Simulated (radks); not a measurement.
Values are calculated unless marked as measured or tabulated.
Valence configurations of neutral sulfur (all share [Ne]). Level of theory: Dirac Kohn-Sham, BLYP, spin-unpolarised, spherical densities, finite nucleus; open shells fill j = l - 1/2 first; Fermi nuclear charge, rms radius 3.2611 fm (a radial shooting solver on a logarithmic mesh with Libxc functionals). Energies are relative to 3s2 3p4; eigenvalues in eV.

| valence | E (eV) | e(3p1/2) | e(3p3/2) | e(3s1/2) |
|---|---|---|---|---|
| 3s2 3p4 | 0.000 | -6.912 | -6.827 | -17.100 |
| 3s1.5 3p4.5 | 5.154 | -7.191 | -7.104 | -17.447 |
| 3s1 3p5 | 10.343 | -7.460 | -7.371 | -17.782 |
| 3s0.5 3p5.5 | 15.564 | -7.721 | -7.630 | -18.104 |
| 3p6 | 20.816 | -7.973 | -7.881 | - |

NIST lists [Ne] 3s2 3p4 as the ground configuration; this level of theory agrees among the configurations tried. The energies are those of spherical spin-averaged densities, not of single terms.
